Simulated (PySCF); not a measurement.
Simulation results for BFH$_{4}$Si$_{2}$, BClH$_{3}$OSi, BCl$_{2}$H$_{2}$Si, C$_{2}$H$_{6}$BO and others

All values are calculated (PySCF 2.14.0). Calculation on a computer-drawn molecule: optimised geometry and harmonic frequencies of an isolated molecule of the commonest isotopes, restricted reference for singlets and unrestricted otherwise, frozen core in MP2.

Common to all runs: method HF.

(1) BFH$_{4}$Si$_{2}$

Start structure:
```xyz
8
BFH4Si2
B     -1.1011     2.1052     1.7677
Si    -0.2416     0.9274     0.7503
Si     0.8212    -0.8124    -0.3563
F     -0.4865    -1.7970    -0.6121
H     -0.6013     3.0986     2.0738
H     -2.3011     1.9607     2.0087
H      1.7740    -1.7134     0.3531
H      1.2473    -0.6066    -1.7092
```

Settings of this run: charge 0, multiplicity 1 and basis cc-pV(D+d)Z.

Results for BFH$_{4}$Si$_{2}$: rotational constants 10.62, 2.216, 1.904 GHz; total energy -704.2982 hartree; convergence status largest gradient component 1.525e-05 hartree/bohr.

Drawn bonds:
| atom | other atom | order |
| --- | --- | --- |
| 1 | 2 | 1 |
| 2 | 3 | 1 |
| 3 | 4 | 1 |
| 1 | 5 | 1 |
| 1 | 6 | 1 |
| 3 | 7 | 1 |
| 3 | 8 | 1 |

Optimised structure:
```xyz
8
BFH4Si2
B     -0.8050     1.7991     1.5073
Si    -1.5277     0.7963    -0.0492
Si     0.3655    -0.6482    -0.2164
F      0.1579    -1.6880    -1.4461
H     -0.1624     2.8046     1.3565
H     -1.0665     1.4715     2.6348
H      0.5421    -1.4717     0.9983
H      1.6069     0.0988    -0.5093
```

Modes:
| frequency (cm⁻¹) | reduced mass (dalton) |
| --- | --- |
| 36.55 | 3.159 |
| 124.9 | 3.788 |
| 219.2 | 11.1 |
| 303.8 | 1.057 |
| 407.7 | 9.569 |
| 419.2 | 1.261 |
| 489.7 | 1.209 |
| 635.7 | 5.001 |
| 822 | 1.091 |
| 869.4 | 7.523 |
| 917.9 | 1.362 |
| 954.3 | 1.214 |
| 998.6 | 1.082 |
| 1224 | 1.155 |
| 2316 | 1.029 |
| 2322 | 1.053 |
| 2651 | 1.053 |
| 2729 | 1.121 |

(2) BClH$_{3}$OSi

Start structure:
```xyz
7
BClH3OSi
B     -0.5936     0.0749    -0.8055
O     -1.3964    -0.8760    -0.6924
Si    -2.6721    -2.2032    -0.4710
Cl    -2.9503    -2.2405     1.4212
H      0.1688     0.8604    -0.8741
H     -1.7988    -3.2442    -1.1389
H     -3.6008    -1.5666    -1.3021
```

It was run with charge 1, multiplicity 1 and basis cc-pV(D+d)Z.

The calculation gives: rotational constants 10.44, 2.586, 2.128 GHz; total energy -849.5994 hartree; convergence status largest gradient component 1.652e-05 hartree/bohr.

Drawn bonds:
| atom | other atom | order |
| --- | --- | --- |
| 1 | 2 | 1 |
| 2 | 3 | 1 |
| 3 | 4 | 1 |
| 1 | 5 | 1 |
| 3 | 6 | 1 |
| 3 | 7 | 1 |

Optimised structure:
```xyz
7
BClH3OSi
B     -0.5660     0.0629    -0.7836
O     -1.3813    -0.8364    -0.7420
Si    -2.6004    -2.1632    -0.5474
Cl    -2.9230    -2.2431     1.4290
H      0.2193     0.9284    -0.8276
H     -1.8715    -3.3040    -1.0783
H     -3.7203    -1.6398    -1.3129
```

Modes:
| frequency (cm⁻¹) | reduced mass (dalton) |
| --- | --- |
| 101.5 | 4.096 |
| 148.5 | 3.223 |
| 264.6 | 9.202 |
| 505.2 | 12.04 |
| 632.9 | 13.82 |
| 663 | 1.243 |
| 743.6 | 1.05 |
| 844.5 | 1.374 |
| 845.3 | 1.383 |
| 932.1 | 1.083 |
| 1015 | 1.061 |
| 1847 | 5.132 |
| 2451 | 1.026 |
| 2481 | 1.06 |
| 3020 | 1.187 |

(3) BCl$_{2}$H$_{2}$Si

Start structure:
```xyz
6
BCl2H2Si
Si     0.0476     1.2937     0.0737
B      1.7541     0.4697     0.9477
Cl     2.1372    -1.0510     0.4088
Cl     2.5926     1.4165     2.1199
H     -0.7408     0.6123    -0.9293
H     -0.3753     2.6883     0.4028
```

It was run with charge 1, multiplicity 1 and basis cc-pV(D+d)Z.

It finds rotational constants 3.019, 2.828, 1.487 GHz; total energy -1233.5614 hartree; convergence status largest gradient component 3.653e-06 hartree/bohr.

Drawn bonds:
| atom | other atom | order |
| --- | --- | --- |
| 1 | 2 | 1 |
| 2 | 3 | 1 |
| 2 | 4 | 1 |
| 1 | 5 | 1 |
| 1 | 6 | 1 |

Optimised structure:
```xyz
6
BCl2H2Si
Si     0.0706     1.3234     0.0776
B      1.7359     0.4857     0.9310
Cl     2.6786    -0.5571    -0.0592
Cl     2.0597     0.8915     2.5703
H     -1.2435     0.6746     0.1259
H      0.1140     2.6114    -0.6219
```

Modes:
| frequency (cm⁻¹) | reduced mass (dalton) |
| --- | --- |
| 85.04 | 6.522 |
| 97.73 | 1.026 |
| 247.3 | 16.88 |
| 301 | 2.241 |
| 437.9 | 16.58 |
| 609.6 | 1.782 |
| 705 | 1.253 |
| 887.2 | 4.219 |
| 1044 | 1.273 |
| 1071 | 10.42 |
| 2397 | 1.029 |
| 2434 | 1.057 |

(4) C$_{2}$H$_{6}$BO

Start structure:
```xyz
10
C2H6BO
C     -0.9746    -0.0199    -1.6007
B     -0.8025     0.8448    -0.3147
C     -1.2986     0.2197     1.0807
O     -1.5153    -1.1535     1.2775
H     -1.6235    -0.8744    -1.6558
H     -0.3496     0.1976    -2.4274
H     -0.4522     1.8682    -0.3405
H     -2.1375     0.8423     1.4244
H     -0.4488     0.5042     1.8800
H     -2.0976    -1.3979     0.5312
```

Settings of this run: charge 0, multiplicity 2 and basis cc-pVDZ.

Results for C$_{2}$H$_{6}$BO: rotational constants 15.4, 5.255, 4.054 GHz; total energy -178.7340 hartree; spin squared 0.7573; convergence status largest gradient component 3.86e-05 hartree/bohr.

Drawn bonds:
| atom | other atom | order |
| --- | --- | --- |
| 1 | 2 | 1 |
| 2 | 3 | 1 |
| 3 | 4 | 1 |
| 1 | 5 | 1 |
| 1 | 6 | 1 |
| 2 | 7 | 1 |
| 3 | 8 | 1 |
| 3 | 9 | 1 |
| 4 | 10 | 1 |

Optimised structure:
```xyz
10
C2H6BO
C     -0.8484    -0.0494    -1.5913
B     -0.8682     0.8070    -0.3105
C     -1.2640     0.2298     1.1080
O     -1.6508    -1.1273     1.1642
H     -1.0558    -1.1154    -1.5805
H     -0.6053     0.3560    -2.5685
H     -0.5598     1.9701    -0.3650
H     -2.0197     0.8767     1.5787
H     -0.3832     0.3255     1.7539
H     -2.4450    -1.2420     0.6655
```

Modes:
| frequency (cm⁻¹) | reduced mass (dalton) |
| --- | --- |
| 156.9 | 1.595 |
| 217.4 | 3.606 |
| 268.2 | 1.084 |
| 324.4 | 1.072 |
| 552.8 | 2.528 |
| 641.6 | 1.233 |
| 753.2 | 1.26 |
| 804.6 | 2.736 |
| 916.5 | 1.399 |
| 982.3 | 1.818 |
| 1095 | 1.956 |
| 1178 | 3.321 |
| 1242 | 1.089 |
| 1330 | 1.976 |
| 1447 | 1.404 |
| 1502 | 1.34 |
| 1549 | 1.076 |
| 1556 | 1.239 |
| 2674 | 1.094 |
| 3121 | 1.071 |
| 3182 | 1.088 |
| 3275 | 1.056 |
| 3365 | 1.113 |
| 4154 | 1.067 |

(5) CH$_{4}$AlBCl

Start structure:
```xyz
8
CH4AlBCl
Al     0.6436    -1.1131    -1.3213
C      0.0044    -0.0013     0.4790
B      0.0769    -1.2782     1.1969
Cl     1.4810    -2.1684     0.5697
H     -0.2988    -2.2626    -1.6707
H     -0.9038     0.6235     0.5613
H      0.8954     0.6781     0.4272
H     -0.6609    -1.9235     1.7921
```

It was run with charge 0, multiplicity 2 and basis cc-pV(D+d)Z.

The calculation gives: rotational constants 11.24, 1.917, 1.77 GHz; total energy -766.3240 hartree; spin squared 0.7541; convergence status largest gradient component 3.03e-05 hartree/bohr.

Drawn bonds:
| atom | other atom | order |
| --- | --- | --- |
| 1 | 2 | 1 |
| 2 | 3 | 1 |
| 3 | 4 | 1 |
| 1 | 5 | 1 |
| 2 | 6 | 1 |
| 2 | 7 | 1 |
| 3 | 8 | 1 |

Optimised structure:
```xyz
8
CH4AlBCl
Al     0.1468    -0.7559    -1.6092
C      0.1587    -0.1514     0.3039
B      0.2539    -1.3726     1.2262
Cl     1.8504    -2.0377     1.6863
H     -0.6604    -2.0731    -1.9946
H     -0.8028     0.3709     0.3999
H      0.9823     0.5602     0.3975
H     -0.6910    -1.9859     1.6242
```

Modes:
| frequency (cm⁻¹) | reduced mass (dalton) |
| --- | --- |
| 55.79 | 4.319 |
| 112.3 | 1.25 |
| 212.3 | 2.457 |
| 346.2 | 2.774 |
| 548.6 | 2.242 |
| 579.7 | 1.484 |
| 682.4 | 2.144 |
| 755.9 | 1.828 |
| 893.4 | 1.408 |
| 1000 | 1.236 |
| 1020 | 1.426 |
| 1110 | 2.106 |
| 1243 | 1.606 |
| 1518 | 1.174 |
| 1922 | 1.044 |
| 2751 | 1.095 |
| 3154 | 1.064 |
| 3244 | 1.097 |
